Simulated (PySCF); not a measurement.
**C3H4N2O2: core ionisation energies**

Compound: C3H4N2O2.
Numbering: `[CH3:1][O:2][c:3]1[n:4][n:5][cH:6][o:7]1`

Geometry (GFN2-xTB, Å), atoms numbered from 1 in this order:
```xyz
11
C3H4N2O2 angstrom
C     -1.989   -0.213    0.031
O     -1.022    0.429    0.853
C      0.224    0.198    0.504
N      0.671   -0.523   -0.473
N      2.022   -0.445   -0.412
C      2.311    0.307    0.584
O      1.209    0.764    1.229
H     -2.956    0.068    0.442
H     -1.856   -1.296    0.062
H     -1.895    0.125   -1.002
H      3.283    0.588    0.929
```

Method used: delta-SCF UKS SCAN, pcX-2 on the ionised atom, pcseg-1 elsewhere, spin-free X2C (PySCF). These are vertical core ionisation energies against the vacuum level, from separate self-consistent calculations with and without the core hole.

**Question.** What binding energy does each computed site have?

**Answer.** 
```tsv
atom(s)	environment	level	binding energy (eV)	above the level's lowest (eV)	count
C1	methoxy carbon	C 1s	293.12	0.00	1
O2	aryl ether oxygen	O 1s	540.38	0.00	1
C3	aromatic carbon bearing oxygen	C 1s	294.92	+1.80	1
N4	pyridine-type nitrogen	N 1s	405.55	0.00	1
N5	pyridine-type nitrogen	N 1s	405.92	+0.37	1
C6	aromatic CH next to a ring nitrogen	C 1s	293.14	+0.02	1
O7	furan-type oxygen	O 1s	541.10	+0.72	1
```

The listed C 1s values span 1.80 eV, from C1 (bonded to O and 3 H) to C3 (bonded to O (aromatic in the SMILES), O and N (aromatic in the SMILES)). Summing the Pauling electronegativity differences to the bonded atoms, each weighted by its formal bond order, gives -0.16 for the lowest site and +2.96 for the highest; no listed site has a larger sum than the highest. The values 293.12 and 293.14 eV lie too close for their order to be trusted.

Lowest listed N 1s: N4, bonded to N (aromatic in the SMILES) and C (aromatic in the SMILES). Highest, 0.37 eV above it: N5, bonded to N (aromatic in the SMILES) and C (aromatic in the SMILES). Summing the Pauling electronegativity differences to the bonded atoms, each weighted by its formal bond order, gives -0.74 for the lowest site and -0.74 for the highest; the sum is the same at every site.

Lowest listed O 1s: O2, bonded to 2 C. Highest, 0.72 eV above it: O7, bonded to 2 C (aromatic in the SMILES). Summing the Pauling electronegativity differences to the bonded atoms, each weighted by its formal bond order, gives -1.78 for the lowest site and -2.67 for the highest; the largest sum, -1.78, belongs to O2, 0.72 eV below the top. The smallest sum, -2.67, belongs to O7, 0.72 eV above the lowest.

**Question.** Which photon energy gives electrons from O 1s of O2 (atom 2) a kinetic energy of 100 eV, and what is their de Broglie wavelength?

**Answer.** hν = 540.38 + 100 = 640.38 eV, recoil neglected; λ = 12.264 Å/√(E/eV) = 1.23 Å.

**Question.** Which effective nuclear charge Zeff reproduces each element's mean 1s value in the hydrogen-like formula E = 13.606 eV × Zeff²?

**Answer.** C (Z = 6): mean 293.7 eV, Zeff = 4.65, Z − Zeff = 1.35; N (Z = 7): mean 405.7 eV, Zeff = 5.46, Z − Zeff = 1.54; O (Z = 8): mean 540.7 eV, Zeff = 6.30, Z − Zeff = 1.70. Means run over the listed sites, weighted by atom count.

Geometry: GFN2-xTB, one conformer, isolated molecule.
